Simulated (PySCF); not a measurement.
Vertical excitations of a molecule CH8N2OSi from TDDFT-PBE/def2-SVPD (PySCF), as energy in eV (oscillator strength): 5.27 (0.019), 5.68 (0.009), 5.84 (0.014), 5.87 (0.028), 6.30 (0.038), 6.34 (0.014), 6.59 (0.012), 7.04 (0.010), 7.07 (0.009), 7.09 (0.027). Lowest triplet (TDA): 5.15 eV. Geometry: B3LYP-D3(BJ)/def2-SVP. The values are those of a single conformer.

**Question.** Which molecule gave these data?
(A) NC[Si@@H](N)O
(B) CO[SiH](N)N
(C) CN[Si@@H](N)O
(D) C[Si](N)(N)O

**Answer.** C, CN[Si@@H](N)O
